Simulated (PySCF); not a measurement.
Li(OH2)4 (H8LiO4), SMILES [Li+](<-[OH2])(<-[OH2])(<-[OH2])<-[OH2] (connectivity only; charge and spin as stated), charge +1, multiplicity 1. Atoms are numbered in the order given.

```xyz
13

Li     0.0006     0.0010    -0.0011
O      1.5867    -0.3819    -1.0122
H      1.8250     0.0403    -1.8496
H      2.3612    -0.9001    -0.7525
O      0.4642     0.3635     1.8260
H      1.2053     0.8773     2.1763
H      0.0599    -0.0664     2.5928
O     -0.8780     1.5350    -0.7488
H     -1.4430     1.5912    -1.5321
H     -0.9463     2.3980    -0.3163
O     -1.1729    -1.5167    -0.0638
H     -2.1236    -1.5572     0.1103
H     -0.9379    -2.3821    -0.4276
```
Charge +1, spin multiplicity 1.

Geometry optimised at B3LYP-D3(BJ)/def2-SVP. The isomer is the one that the SMILES or the coordinates give; other isomers of the formula were not compared.

Method: PySCF 2.14.0 with TDA-M06-2X/def2-SVPD.

Vertical excitations. Gas-phase values at a fixed geometry.

```csv
state,energy (eV),λ (nm),f,main pairs
S1,8.67,143,0.059,"HOMO−1→LUMO 33 %, HOMO→LUMO 16 %, HOMO−2→LUMO+2 10 %, HOMO−1→LUMO+1 8 %"
S2,8.67,143,0.065,"HOMO→LUMO 35 %, HOMO−1→LUMO 18 %, HOMO−2→LUMO+3 11 %, HOMO→LUMO+1 8 %"
S3,8.67,143,0.007,"HOMO−2→LUMO 48 %, HOMO→LUMO+3 11 %, HOMO−1→LUMO+2 11 %, HOMO−3→LUMO+1 9 %"
S4,8.79,141,0.053,"HOMO−3→LUMO 42 %, HOMO−2→LUMO+1 15 %, HOMO−1→LUMO+2 13 %, HOMO→LUMO+3 13 %"
S5,10.17,122,0.002,"HOMO−2→LUMO+1 13 %, HOMO→LUMO+3 12 %, HOMO−1→LUMO+2 11 %, HOMO→LUMO+2 11 %"
S6,10.18,122,0.002,"HOMO→LUMO+1 29 %, HOMO−2→LUMO+2 14 %, HOMO−2→LUMO+3 8 %, HOMO→LUMO+7 8 %"
S7,10.18,122,0.002,"HOMO−1→LUMO+1 29 %, HOMO−2→LUMO+3 15 %, HOMO−1→LUMO+7 8 %, HOMO−2→LUMO+2 7 %"
S8,10.20,122,0.000,"HOMO−1→LUMO+2 17 %, HOMO→LUMO+3 16 %, HOMO−1→LUMO+3 10 %, HOMO→LUMO+2 10 %"
S9,10.25,121,0.001,"HOMO→LUMO 32 %, HOMO−3→LUMO+3 17 %, HOMO−2→LUMO+3 11 %, HOMO→LUMO+1 9 %"
S10,10.25,121,0.001,"HOMO−1→LUMO 33 %, HOMO−3→LUMO+2 17 %, HOMO−2→LUMO+2 11 %, HOMO−1→LUMO+1 9 %"
T1,8.27,150,0,"HOMO−1→LUMO 45 %, HOMO−1→LUMO+1 14 %, HOMO−2→LUMO+2 12 %, HOMO−3→LUMO+2 9 %"
T2,8.27,150,0,"HOMO→LUMO 45 %, HOMO→LUMO+1 14 %, HOMO−2→LUMO+3 12 %, HOMO−3→LUMO+3 9 %"
T3,8.29,150,0,"HOMO−2→LUMO 44 %, HOMO→LUMO+3 13 %, HOMO−1→LUMO+2 13 %, HOMO−3→LUMO+1 10 %"
T4,8.39,148,0,"HOMO−3→LUMO 35 %, HOMO−2→LUMO+1 14 %, HOMO−1→LUMO+2 13 %, HOMO→LUMO+3 13 %"
```
Triplets are in the Tamm–Dancoff approximation.
